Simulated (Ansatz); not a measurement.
Basis-set extrapolation for `C[SiH2][SiH2]CF` (PBE0-D4/def2-TZVP geometry, frozen core, Ansatz 0.2.0). Multiplicity 1, RHF reference.

|  | def2-TZVPP | def2-QZVPP |
| --- | --- | --- |
| HF | -758.369632 | -758.395604 |
| MP2 correlation | -0.852412 | -0.917680 |
| CCSD(T) correlation | -0.949454 | not run |

Energies in hartree. Use E(X) = E(∞) + A·exp(−7.88·√X) for Hartree–Fock and E(X) = E(∞) + B·X^(−2.97) for correlation, with X = 3 and 4, and add CCSD(T) minus MP2 of the smaller set to the MP2 limit.

Q: What is the CCSD(T) energy at the basis-set limit?

A: HF limit: -758.395604 + (-0.025972) × 0.13774 = -758.39918. MP2 limit: -0.917680 + (-0.065268) × 0.74074 = -0.96603. Higher-order term: -0.949454 − (-0.852412) = -0.09704. Total: -759.46225 hartree, 89.8 kcal/mol below CCSD(T)/def2-TZVPP.
